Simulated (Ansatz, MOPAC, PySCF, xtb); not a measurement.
Ligand exchange on a metal centre used in film growth or etching (Cd Cl-F). All species are isolated molecules in the gas phase.

Quantity: redistribution energy (mixed species minus the weighted end members), in kcal/mol. Semi-empirical values (MOPAC) are differences of heats of formation.

Level 1: PBE/6-31G* (LANL2DZ on Cd) // TPSS-D3(BJ)/def2-SVP (PySCF)
Level 2: HF/def2-TZVPP // TPSS-D3(BJ)/def2-SVP (Ansatz, an electronic-structure program)
Level 3: GFN2-xTB (xtb)
Level 4: PM3 // TPSS-D3(BJ)/def2-SVP (MOPAC)

```csv
species,level 1,level 2,level 3,level 4
1 of 2 Cl replaced by F: [Cd(Cl)(F)],-0.86,-0.30,-0.71,0.33
```
